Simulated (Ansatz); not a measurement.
Program: Ansatz. Geometries: PBE0-D4/def2-TZVP. ΔE: electronic, gas phase. CCSD(T)/CBS adds triple-zeta CCSD(T) − MP2 to the extrapolated MP2 energy (def2 sets, frozen cores). DFT in def2-TZVPP. B3LYP here is the variant with VWN-RPA as its local correlation; programs differ in this. For Se outer-core shells are correlated without core-valence functions, which leaves a few kJ/mol of doubt a bond. Scalar relativity is left out up to krypton. Each species was taken in one conformer, which may not be the lowest.

Consider the cleavage of the Al–Si bond: `[CH3][AlH][SiH2][SeH]` + `O[SiH](F)F` → `[CH3][AlH][O][SiH](F)F` + `[SiH3][SeH]`.

`[CH3][AlH][SiH2][SeH]`:

Cartesian coordinates in Å:
```
C -0.698 -0.200 2.288
Al 0.049 0.713 0.734
Si 0.263 -0.422 -1.439
Se 1.161 1.107 -2.894
H -1.643 0.274 2.578
H -0.030 -0.106 3.150
H -0.895 -1.261 2.121
H 0.526 2.226 0.847
H -1.049 -0.903 -1.965
H 1.143 -1.626 -1.372
H 1.173 0.197 -4.048
```

`O[SiH](F)F`:

Z-matrix (Å, degrees):
```
Si
F 1 1.584
F 1 1.584 2 105.5
O 1 1.614 2 111.2 3 -120.7
H 1 1.463 2 110.2 3 118.9
H 4 0.958 1 120.9 2 58.5
```

`[CH3][AlH][O][SiH](F)F`:

Z-matrix (Å, degrees):
```
C
Al 1 1.938
H 1 1.093 2 112.1
H 1 1.093 2 111.8 3 122.1
H 1 1.096 2 110.3 3 -119.3
O 2 1.701 1 117.9 3 26.1
H 2 1.579 1 125.5 3 -154.9
Si 6 1.591 2 166.4 1 -176.6
F 8 1.585 6 110.1 2 69.4
F 8 1.585 6 110.5 2 -48.0
H 8 1.467 6 112.6 2 -169.4
```

`[SiH3][SeH]`:

Z-matrix (Å, degrees):
```
Si
Se 1 2.279
H 1 1.484 2 111.4
H 1 1.484 2 111.5 3 -122.1
H 1 1.483 2 104.9 3 119.0
H 2 1.469 1 93.0 3 60.4
```

**Question.** Is it downhill or uphill in electronic energy at CCSD(T)/CBS, and by how much? (Estimate.)

**Answer.** Computed: Downhill: ΔE = -1.72 eV.

**Question.** What do these levels give: PBE-D4, r2SCAN-D4, ωB97X-V, ωB97M-V, B3LYP, MP2/def2-QZVPP? (Best estimate.)

**Answer.** The calculation gave: PBE-D4 -1.47, r2SCAN-D4 -1.69, ωB97X-V -1.71, ωB97M-V -1.76, B3LYP -1.76, MP2/def2-QZVPP -1.81 eV.

Largest T1 diagnostic among the species: 0.012.

In def2-TZVPP, CCSD(T) changes the Hartree–Fock value by +0.23 eV (the triples alone add +0.04 eV) and MP2 by +0.15 eV. From PBE to PBE0 (25 % exact exchange), in def2-TZVPP and without D4, ΔE moves by −0.07 eV.
